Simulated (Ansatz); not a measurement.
Ansatz (a program for electronic structure) input (B3LYP-D3(BJ)/def2-TZVP):

Ansatz 0.2 input:
```yaml
crystal:
  periodic: [false, false, false]
  atoms:
    - {symbol: C, position_ang: [-0.00000000, -0.00000000, -1.36999048]}
    - {symbol: C, position_ang: [-0.00000000, -0.00000000, -0.00255813]}
    - {symbol: N, position_ang: [0.00000000, 0.00000000, 1.17647024]}
basis:
  gaussian:
    orbitals: def2-TZVP
hamiltonian:
  xc: b3lyp
  dispersion: d3bj
magnetization: {spin_polarized: true, initial_magnetization: 1}
phonons: {temperatures: {t_min: 298.15, t_max: 298.15, t_step: 100}}
```

Output:

```
Functional definition: B3LYP
integrals: 0.01 GiB planned
515 factors; their error is unknown
mean field: 0.24 GiB planned
mean field evaluation 1: about -3556.0621 eV, gradient 2.7e1 eV
mean field evaluation 2: about -3539.8372 eV, gradient 6.1e1 eV
mean field evaluation 4: about -3559.1725 eV, gradient 5.0e0 eV
mean field evaluation 8: about -3559.2829 eV, gradient 2.4e-1 eV
mean field evaluation 16: about -3559.2831 eV, gradient 2.3e-4 eV
mean field -3559.28308261 eV, -130.8012407173 hartree, gradient 1.1e-5 eV, S^2 0.764378; 1 other end points of the search recorded, 0 dependent functions left out
the calculation of the forces begins
reference -3559.28326118 eV, -130.8012472795 hartree; 10, 9 occupied and 83, 84 virtual orbitals, 515 factors
these checks for a lower state are left out or cut short: stability, starts, cluster_reference, orbital_swaps, neighbouring_geometries, increment
integrals: 0.01 GiB planned
515 factors; their error is unknown
mean field: 0.24 GiB planned
mean field evaluation 32: about -3559.2831 eV, gradient 3.7e-3 eV
mean field -3559.28308119 eV, -130.8012406650 hartree, gradient 1.2e-6 eV, S^2 0.764378; 0 other end points of the search recorded, 0 dependent functions left out
the calculation of the forces begins
reference -3559.28325975 eV, -130.8012472271 hartree; 10, 9 occupied and 83, 84 virtual orbitals, 515 factors
these checks for a lower state are left out or cut short: stability, starts, cluster_reference, orbital_swaps, neighbouring_geometries, increment
integrals: 0.01 GiB planned
515 factors; their error is unknown
mean field: 0.24 GiB planned
mean field -3559.28308119 eV, -130.8012406650 hartree, gradient 1.2e-6 eV, S^2 0.764378; 0 other end points of the search recorded, 0 dependent functions left out
the calculation of the forces begins
reference -3559.28325975 eV, -130.8012472271 hartree; 10, 9 occupied and 83, 84 virtual orbitals, 515 factors
these checks for a lower state are left out or cut short: stability, starts, cluster_reference, orbital_swaps, neighbouring_geometries, increment
integrals: 0.01 GiB planned
515 factors; their error is unknown
mean field: 0.24 GiB planned
mean field -3559.28307934 eV, -130.8012405971 hartree, gradient 1.5e-6 eV, S^2 0.764378; 0 other end points of the search recorded, 0 dependent functions left out
the calculation of the forces begins
reference -3559.28325791 eV, -130.8012471592 hartree; 10, 9 occupied and 83, 84 virtual orbitals, 515 factors
these checks for a lower state are left out or cut short: stability, starts, cluster_reference, orbital_swaps, neighbouring_geometries, increment
integrals: 0.01 GiB planned
515 factors; their error is unknown
mean field: 0.24 GiB planned
mean field -3559.28307934 eV, -130.8012405971 hartree, gradient 1.5e-6 eV, S^2 0.764378; 0 other end points of the search recorded, 0 dependent functions left out
the calculation of the forces begins
reference -3559.28325791 eV, -130.8012471592 hartree; 10, 9 occupied and 83, 84 virtual orbitals, 515 factors
these checks for a lower state are left out or cut short: stability, starts, cluster_reference, orbital_swaps, neighbouring_geometries, increment
integrals: 0.01 GiB planned
515 factors; their error is unknown
mean field: 0.24 GiB planned
mean field evaluation 64: about -3559.2830 eV, gradient 3.7e-3 eV
mean field -3559.28295184 eV, -130.8012359115 hartree, gradient 1.3e-6 eV, S^2 0.764394; 0 other end points of the search recorded, 0 dependent functions left out
the calculation of the forces begins
reference -3559.28313038 eV, -130.8012424728 hartree; 10, 9 occupied and 83, 84 virtual orbitals, 515 factors
these checks for a lower state are left out or cut short: stability, starts, cluster_reference, orbital_swaps, neighbouring_geometries, increment
integrals: 0.01 GiB planned
515 factors; their error is unknown
mean field: 0.24 GiB planned
mean field -3559.28298364 eV, -130.8012370799 hartree, gradient 1.5e-6 eV, S^2 0.764360; 0 other end points of the search recorded, 0 dependent functions left out
the calculation of the forces begins
reference -3559.28316222 eV, -130.8012436429 hartree; 10, 9 occupied and 83, 84 virtual orbitals, 515 factors
these checks for a lower state are left out or cut short: stability, starts, cluster_reference, orbital_swaps, neighbouring_geometries, increment
integrals: 0.01 GiB planned
515 factors; their error is unknown
mean field: 0.24 GiB planned
mean field -3559.28307593 eV, -130.8012404717 hartree, gradient 2.5e-6 eV, S^2 0.764378; 0 other end points of the search recorded, 0 dependent functions left out
the calculation of the forces begins
reference -3559.28325449 eV, -130.8012470338 hartree; 10, 9 occupied and 83, 84 virtual orbitals, 515 factors
these checks for a lower state are left out or cut short: stability, starts, cluster_reference, orbital_swaps, neighbouring_geometries, increment
integrals: 0.01 GiB planned
515 factors; their error is unknown
mean field: 0.24 GiB planned
mean field -3559.28307593 eV, -130.8012404717 hartree, gradient 2.5e-6 eV, S^2 0.764378; 0 other end points of the search recorded, 0 dependent functions left out
the calculation of the forces begins
reference -3559.28325449 eV, -130.8012470338 hartree; 10, 9 occupied and 83, 84 virtual orbitals, 515 factors
these checks for a lower state are left out or cut short: stability, starts, cluster_reference, orbital_swaps, neighbouring_geometries, increment
integrals: 0.01 GiB planned
515 factors; their error is unknown
mean field: 0.24 GiB planned
mean field evaluation 96: about -3559.2831 eV, gradient 3.7e-3 eV
mean field -3559.28306732 eV, -130.8012401552 hartree, gradient 1.5e-6 eV, S^2 0.764378; 0 other end points of the search recorded, 0 dependent functions left out
the calculation of the forces begins
reference -3559.28324588 eV, -130.8012467174 hartree; 10, 9 occupied and 83, 84 virtual orbitals, 515 factors
these checks for a lower state are left out or cut short: stability, starts, cluster_reference, orbital_swaps, neighbouring_geometries, increment
integrals: 0.01 GiB planned
515 factors; their error is unknown
mean field: 0.24 GiB planned
mean field -3559.28306732 eV, -130.8012401552 hartree, gradient 1.5e-6 eV, S^2 0.764378; 0 other end points of the search recorded, 0 dependent functions left out
the calculation of the forces begins
reference -3559.28324588 eV, -130.8012467174 hartree; 10, 9 occupied and 83, 84 virtual orbitals, 515 factors
these checks for a lower state are left out or cut short: stability, starts, cluster_reference, orbital_swaps, neighbouring_geometries, increment
integrals: 0.01 GiB planned
515 factors; their error is unknown
mean field: 0.24 GiB planned
mean field -3559.28272924 eV, -130.8012277311 hartree, gradient 1.7e-6 eV, S^2 0.764168; 0 other end points of the search recorded, 0 dependent functions left out
the calculation of the forces begins
reference -3559.28290777 eV, -130.8012342920 hartree; 10, 9 occupied and 83, 84 virtual orbitals, 515 factors
these checks for a lower state are left out or cut short: stability, starts, cluster_reference, orbital_swaps, neighbouring_geometries, increment
integrals: 0.01 GiB planned
515 factors; their error is unknown
mean field: 0.24 GiB planned
mean field -3559.28273099 eV, -130.8012277956 hartree, gradient 2.0e-6 eV, S^2 0.764588; 0 other end points of the search recorded, 0 dependent functions left out
the calculation of the forces begins
reference -3559.28290959 eV, -130.8012343589 hartree; 10, 9 occupied and 83, 84 virtual orbitals, 515 factors
these checks for a lower state are left out or cut short: stability, starts, cluster_reference, orbital_swaps, neighbouring_geometries, increment
integrals: 0.01 GiB planned
515 factors; their error is unknown
mean field: 0.24 GiB planned
mean field evaluation 128: about -3559.2831 eV, gradient 3.7e-3 eV
mean field -3559.28308069 eV, -130.8012406468 hartree, gradient 9.4e-7 eV, S^2 0.764378; 0 other end points of the search recorded, 0 dependent functions left out
the calculation of the forces begins
reference -3559.28325926 eV, -130.8012472089 hartree; 10, 9 occupied and 83, 84 virtual orbitals, 515 factors
these checks for a lower state are left out or cut short: stability, starts, cluster_reference, orbital_swaps, neighbouring_geometries, increment
integrals: 0.01 GiB planned
515 factors; their error is unknown
mean field: 0.24 GiB planned
mean field -3559.28308069 eV, -130.8012406468 hartree, gradient 9.4e-7 eV, S^2 0.764378; 0 other end points of the search recorded, 0 dependent functions left out
the calculation of the forces begins
reference -3559.28325926 eV, -130.8012472089 hartree; 10, 9 occupied and 83, 84 virtual orbitals, 515 factors
these checks for a lower state are left out or cut short: stability, starts, cluster_reference, orbital_swaps, neighbouring_geometries, increment
integrals: 0.01 GiB planned
515 factors; their error is unknown
mean field: 0.24 GiB planned
mean field -3559.28307821 eV, -130.8012405555 hartree, gradient 1.5e-6 eV, S^2 0.764378; 0 other end points of the search recorded, 0 dependent functions left out
the calculation of the forces begins
reference -3559.28325677 eV, -130.8012471176 hartree; 10, 9 occupied and 83, 84 virtual orbitals, 515 factors
these checks for a lower state are left out or cut short: stability, starts, cluster_reference, orbital_swaps, neighbouring_geometries, increment
integrals: 0.01 GiB planned
515 factors; their error is unknown
mean field: 0.24 GiB planned
mean field -3559.28307821 eV, -130.8012405555 hartree, gradient 1.5e-6 eV, S^2 0.764378; 0 other end points of the search recorded, 0 dependent functions left out
the calculation of the forces begins
reference -3559.28325677 eV, -130.8012471176 hartree; 10, 9 occupied and 83, 84 virtual orbitals, 515 factors
these checks for a lower state are left out or cut short: stability, starts, cluster_reference, orbital_swaps, neighbouring_geometries, increment
integrals: 0.01 GiB planned
515 factors; their error is unknown
mean field: 0.24 GiB planned
mean field evaluation 160: about -3559.2828 eV, gradient 3.7e-3 eV
mean field -3559.28280028 eV, -130.8012303419 hartree, gradient 1.2e-6 eV, S^2 0.764572; 0 other end points of the search recorded, 0 dependent functions left out
the calculation of the forces begins
reference -3559.28297890 eV, -130.8012369060 hartree; 10, 9 occupied and 83, 84 virtual orbitals, 515 factors
these checks for a lower state are left out or cut short: stability, starts, cluster_reference, orbital_swaps, neighbouring_geometries, increment
integrals: 0.01 GiB planned
515 factors; their error is unknown
mean field: 0.24 GiB planned
mean field -3559.28276708 eV, -130.8012291217 hartree, gradient 1.6e-6 eV, S^2 0.764186; 0 other end points of the search recorded, 0 dependent functions left out
the calculation of the forces begins
reference -3559.28294559 eV, -130.8012356818 hartree; 10, 9 occupied and 83, 84 virtual orbitals, 515 factors
Total energy: -3559.35647303 eV, -130.8039377653 hartree
Atom 0 at    -0.000000    -0.000000    -1.369990 Å, force    -0.000000    -0.000000     0.001106 eV/Å
Atom 1 at    -0.000000    -0.000000    -0.002558 Å, force     0.000000     0.000000     0.000053 eV/Å
Atom 2 at     0.000000     0.000000     1.176470 Å, force    -0.000000    -0.000000    -0.001159 eV/Å
Dipole moment:     0.000000    -0.000000    -0.027767 e Å
Vibrations: 266.08 402.48 1080.97 2018.76 cm⁻¹, zero-point energy 0.233605 eV
```

It need not be the lowest isomer of its formula.
